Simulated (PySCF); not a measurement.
H3N2, SMILES N[NH], multiplicity 2.

The structure is a stationary point at PBE0-D3(BJ)/def2-TZVP. The isomer is the one that the SMILES or the coordinates give; other isomers of the formula were not compared.

Two levels are set side by side: PBE/def2-TZVPD (PySCF) and M06-2X/def2-TZVPD (PySCF). Same geometry, gas phase. Differences are taken from unrounded values.

```
quantity                     M06-2X   PBE  PBE minus M06-2X
---------------------------  ------  ----  ----------------
α-spin orbital gap (eV)        7.40  3.41             -3.99
β-spin orbital gap (eV)        9.41  4.18             -5.23
dipole moment (D)              2.59  2.57             -0.02
mean polarisability (bohr³)    21.5  22.8               1.3
```

PBE's more diffuse valence density responds more strongly to a field. Differences between two approximate levels are no errors against the true value.

Rough cost on one machine, each run with all the roots and properties that it gave: M06-2X against PBE within a factor of 2.
